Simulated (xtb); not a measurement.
F₄Ti, triplet, from a rough starting geometry (GFN-xTB shapes and energies of metal compounds can be far from the true ones) (the multiplicity is a formal guess); GFN2-xTB (xtb).

xtb was given this input:
```
$ xtb mol.xyz --gfn 2 --uhf 2 --opt vtight --json

# file mol.xyz
5

Ti    -0.08814913     0.03301718     0.01913899
F      1.08718959     0.74041026    -0.98218330
F      0.86717303    -1.08080329     1.03637218
F     -1.16931154    -0.91822235    -0.95305096
F     -0.86218166     1.13416625     0.94538653
```

What the program printed (banner, timings and long lists left out):

```
   ID    Z sym.   atoms
    1   22 Ti     1
    2    9 F      2-5

           -------------------------------------------------
          |                Calculation Setup                |
           -------------------------------------------------

           -------------------------------------------------
          |                 G F N 2 - x T B                 |
           -------------------------------------------------

          ...................................................
          :                      SETUP                      :
          :.................................................:
          :  # basis functions                  26          :
          :  # atomic orbitals                  25          :
          :  # shells                           11          :
          :  # electrons                        32          :
          :  max. iterations                   250          :
          :  Hamiltonian                  GFN2-xTB          :
          :  restarted?                      false          :
          :  GBSA solvation                  false          :
          :  PC potential                    false          :
          :  electronic temp.          300.0000000     K    :
          :  accuracy                    1.0000000          :
          :  -> integral cutoff          0.2500000E+02      :
          :  -> integral neglect         0.1000000E-07      :
          :  -> SCF convergence          0.1000000E-05 Eh   :
          :  -> wf. convergence          0.1000000E-03 e    :
          :  Broyden damping             0.4000000          :
          :  net charge                          0          :
          :  unpaired electrons                  2          :
          ...................................................

 iter      E             dE          RMSdq      gap      omega  full diag
   1    -20.6766305 -0.206766E+02  0.602E+00    0.04       0.0  T
   2    -20.6818382 -0.520768E-02  0.386E+00    0.02       1.0  T
   3    -20.6164162  0.654220E-01  0.501E+00    0.03       1.0  T
   4    -20.5838414  0.325749E-01  0.469E+00    0.03       1.0  T
   5    -20.6936982 -0.109857E+00  0.272E+00    0.02       1.0  T
   6    -20.6686212  0.250769E-01  0.309E+00    0.02       1.0  T
   7    -20.6279274  0.406938E-01  0.350E+00    0.02       1.0  T
   8    -20.7151340 -0.872066E-01  0.169E+00    0.02       1.0  T
   9    -20.6876742  0.274597E-01  0.239E+00    0.02       1.0  T
  10    -20.7208803 -0.332061E-01  0.145E+00    0.02       1.0  T
  11    -20.7251141 -0.423381E-02  0.127E+00    0.02       1.0  T
  12    -20.7323509 -0.723678E-02  0.851E-01    0.02       1.0  T
  13    -20.7327778 -0.426870E-03  0.815E-01    0.02       1.0  T
  14    -20.7358148 -0.303707E-02  0.537E-01    0.02       1.0  T
  15    -20.7349538  0.861058E-03  0.623E-01    0.02       1.0  T
  16    -20.7370942 -0.214038E-02  0.367E-01    0.02       1.0  T
  17    -20.7367858  0.308355E-03  0.414E-01    0.02       1.0  T
  18    -20.7363273  0.458546E-03  0.475E-01    0.02       1.0  T
  19    -20.7364379 -0.110628E-03  0.459E-01    0.02       1.0  T
  20    -20.7381411 -0.170316E-02  0.760E-02    0.02       1.0  T
  21    -20.7381327  0.834046E-05  0.808E-02    0.02       1.0  T
  22    -20.7381612 -0.284743E-04  0.564E-02    0.02       1.0  T
  23    -20.7381873 -0.260732E-04  0.953E-03    0.02       4.7  T
  24    -20.7381872  0.108852E-06  0.103E-02    0.02       4.4  T
  25    -20.7381871  0.399767E-07  0.103E-02    0.02       4.3  T
  26    -20.7381872 -0.794753E-07  0.977E-03    0.02       4.6  T
  27    -20.7381880 -0.782880E-06  0.783E-04    0.02      57.1  T
  28    -20.7381880 -0.294555E-08  0.524E-04    0.02      85.3  T

   *** convergence criteria satisfied after 28 iterations ***

 transition dipole moment (au) for excitation:          16          17
     X       Y       Z
   0.0194  -0.0503   0.2080  total (au/Debye):    0.215   0.546
 dE (eV)             :    6.888
[...]
 * total energy  :   -20.7125549 Eh     change       -0.2700586E-03 Eh
 * total energy  :   -20.7127715 Eh     change       -0.2165562E-03 Eh
 * total energy  :   -20.7128646 Eh     change       -0.9309183E-04 Eh
 * total energy  :   -20.7129267 Eh     change       -0.6217708E-04 Eh
 * total energy  :   -20.7129706 Eh     change       -0.4382914E-04 Eh
 * total energy  :   -20.7129819 Eh     change       -0.1135770E-04 Eh
 * total energy  :   -20.7129886 Eh     change       -0.6659395E-05 Eh
 * total energy  :   -20.7129925 Eh     change       -0.3897383E-05 Eh
 * total energy  :   -20.7129941 Eh     change       -0.1608539E-05 Eh
 * total energy  :   -20.7129953 Eh     change       -0.1255857E-05 Eh
 * total energy  :   -20.7129955 Eh     change       -0.1077077E-06 Eh
 * total energy  :   -20.7129955 Eh     change       -0.7875938E-07 Eh
   *** GEOMETRY OPTIMIZATION CONVERGED AFTER 25 ITERATIONS ***
         :: total energy             -20.712995535643 Eh    ::
[...]
      -------------------------------------------------------------
         1        2.0000           -0.9203149             -25.0430
       ...           ...                  ...                  ...
         5        2.0000           -0.5828543             -15.8603
         6        2.0000           -0.5668721             -15.4254
         7        2.0000           -0.5531846             -15.0529
         8        2.0000           -0.5531822             -15.0529
         9        1.9999           -0.5504406             -14.9783
        10        1.9994           -0.5483688             -14.9219
        11        1.9994           -0.5483670             -14.9218
        12        1.9945           -0.5462879             -14.8653
        13        1.9943           -0.5462609             -14.8645
        14        1.8322           -0.5428742             -14.7724
        15        1.8319           -0.5428723             -14.7723
        16        1.3485           -0.5407587             -14.7148
        17        1.0000           -0.3532165              -9.6115 (HOMO)
        18                         -0.3088717              -8.4048 (LUMO)
        19                         -0.3088633              -8.4046
        20                         -0.3029949              -8.2449
        21                         -0.1802553              -4.9050
        22                          0.0795427               2.1645
        23                          0.2685257               7.3070
        24                          0.5478858              14.9087
        25                          0.5479805              14.9113
      -------------------------------------------------------------
                  HL-Gap            0.0443448 Eh            1.2067 eV
             Fermi-level           -0.4363563 Eh          -11.8739 eV

     #   Z          covCN         q      C6AA      α(0)
     1  22 Ti       2.655     1.043   107.584    25.346
     2   9 F        0.664    -0.261    11.902     4.072
     3   9 F        0.664    -0.261    11.902     4.072
     4   9 F        0.664    -0.261    11.903     4.072
     5   9 F        0.664    -0.261    11.904     4.073

 Mol. C6AA /au·bohr⁶  :        521.965704
 Mol. C8AA /au·bohr⁸  :      26108.316620
 Mol. α(0) /au        :         41.635768

Wiberg/Mayer (AO) data.
largest (>0.10) Wiberg bond orders for each atom

 ---------------------------------------------------------------------------
     #   Z sym  total        # sym  WBO       # sym  WBO       # sym  WBO
 ---------------------------------------------------------------------------
     1  22 Ti   3.120 --     5 F    0.780     4 F    0.780     2 F    0.780
                             3 F    0.780
     2   9 F    0.998 --     1 Ti   0.780
     3   9 F    0.998 --     1 Ti   0.780
     4   9 F    0.998 --     1 Ti   0.780
     5   9 F    0.998 --     1 Ti   0.780
 ---------------------------------------------------------------------------

Topologies differ in total number of bonds
Writing topology from bond orders to xtbtopo.mol

molecular dipole:
                 x           y           z       tot (Debye)
 q only:       -0.000       0.000       0.000
   full:       -0.000       0.000       0.000       0.002
molecular quadrupole (traceless):
                xx          xy          yy          xz          yz          zz
 q only:       -2.159       0.932       4.427      -0.050      -0.363      -2.268
  q+dip:       -2.410       1.040       4.941      -0.056      -0.405      -2.531
   full:       -2.707       1.168       5.550      -0.063      -0.455      -2.843

optimized geometry written to: xtbopt.xyz

           -------------------------------------------------
          | TOTAL ENERGY              -20.712995535643 Eh   |
          | GRADIENT NORM               0.000052343149 Eh/α |
          | HOMO-LUMO GAP               1.206683995939 eV   |
           -------------------------------------------------

normal termination of xtb
```
